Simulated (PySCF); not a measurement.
**How methods differ on the electron affinity of Ge**

Ge⁻ [Ar] 3d10 4s2 4p3 (4S) → Ge [Ar] 3d10 4s2 4p2 (3P), as a difference of total energies. Calculation: PySCF 2.14, in aug-cc-pVTZ-PP with one added diffuse shell each of s, d, f type with ECP10MDF (7s5p5d3f, 68 functions); a scalar-relativistic core potential. Correlated levels: valence: 3s2 3p6 3d10 frozen. The calculations carry no spin-orbit coupling.

| method | electron affinity (eV) |
| --- | --- |
| UHF | 0.837 |
| MP2 (valence) | 1.304 |
| SCS-MP2 (valence) | 1.137 |
| CCSD (valence) | 1.276 |
| CCSD(T) (valence) | 1.325 |

Question: How much does correlation contribute at CCSD(T) (valence)?

Answer: 1.325 − (0.837) = 0.488 eV, measured against UHF.

The reference lies between the lowest fine-structure levels, while these numbers refer to the centres of the terms.

Errors of the correlated levels include the incompleteness of this basis and the frozen core.

For comparison: 1.233 eV (measured; photodetachment measurements, as compiled on the Wikipedia data page of electron affinities).
